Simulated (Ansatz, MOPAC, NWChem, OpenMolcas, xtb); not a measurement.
# How methods differ on HBr (hydrogen bromide)

HBr, singlet, SMILES `Br`. Each level relaxes the structure for itself.

Quantity: the equilibrium bond length, in Å. The values are calculated.

```
                                                     level            kind     program  value (Å)
                                                       AM1  semi-empirical       MOPAC      1.421
                                                       RM1  semi-empirical       MOPAC      1.445
                                                       PM7  semi-empirical       MOPAC      1.459
                                                  GFN2-xTB  semi-empirical         xtb      1.402
                                         BLYP-D2/def2-SVPD             GGA      NWChem      1.441
B3LYP/6-31G*/LANL2DZ (core potential, spherical functions)   global hybrid      NWChem      1.467
                                      PBE0-D3(BJ)/def2-SVP   global hybrid      NWChem          ?
                                         PBE0-D4/def2-TZVP   global hybrid      Ansatz          ?
             CASSCF(8,8)/ANO-RCC-VDZP (DKH2, RICD fitting)  multireference  OpenMolcas      1.421
```

Question: Estimate the missing values from the other rows.

Answer: As computed at these levels: PBE0-D3(BJ)/def2-SVP: 1.422 Å; PBE0-D4/def2-TZVP: 1.420 Å. Measured: 1.414 Å (Huber and Herzberg, Constants of Diatomic Molecules). Nearest: PBE0-D4/def2-TZVP (+0.006 Å); farthest: B3LYP/6-31G*/LANL2DZ (core potential, spherical functions) (+0.053 Å). Computed less measured by kind, in Å (def2-SVPD rows): semi-empirical -0.012 to +0.045; GGA +0.027. All-electron rows without a relativistic Hamiltonian named are non-relativistic, while core potentials hold scalar relativity, so basis and relativity change together.
